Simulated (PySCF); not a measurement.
AlCl₂I, SMILES [Cl][Al]([Cl])[I]. Heavy atoms are numbered as in [Al:1]([Cl:2])([Cl:3])[I:4].

Geometry: B3LYP-D3(BJ)/def2-SVP. The def2 effective core potentials stand for the cores of I; spin–orbit coupling is left out.

All values below come from PBE0/def2-TZVPD in PySCF.

Mulliken values depend strongly on the basis, most of all with diffuse functions as here. ESP charges are fitted to the potential on shells at 1.4 to 2.0 van der Waals radii. Atomic charges (e), one atom of each kind:

```
atom  Mulliken  ESP fit
----  --------  -------
Al1       0.51     0.50
Cl2      -0.20    -0.19
I4       -0.11    -0.11
```
